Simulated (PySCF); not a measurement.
## Selenium: a sound run and one with changed settings

Sound run: Se [Ar] 3d10 4s2 4p4, Se⁺ [Ar] 3d10 4s2 4p3. Calculation: PySCF 2.14, in cc-pVDZ-DK; scalar relativity by spin-free X2C-1e. In the sound run the correlated levels freeze [Ar] 3d10. The sound run starts from symmetry-adapted Hartree-Fock orbitals and uses a fine grid where one is needed.

A second run was set up differently.

```tsv
species	method	sound run (hartree)	changed run (hartree)	converged
Se	MP2	-2428.03040	-2428.05460	yes
Se⁺	MP2	-2427.70305	-2427.72579	yes
```

Ionisation energy of Se:

```tsv
method	sound run (eV)	changed run (eV)
UHF	8.504	8.504
MP2	8.907	8.948
SCS-MP2	8.927	8.950
```

Problem. What was changed?
A. level shift left on
B. all electrons correlated in a valence basis
C. a valence shell is frozen
D. basis contracted for another Hamiltonian

Solution. B. A valence basis has no tight correlating functions, so it recovers only part of the core correlation, and not evenly between atom and ion.
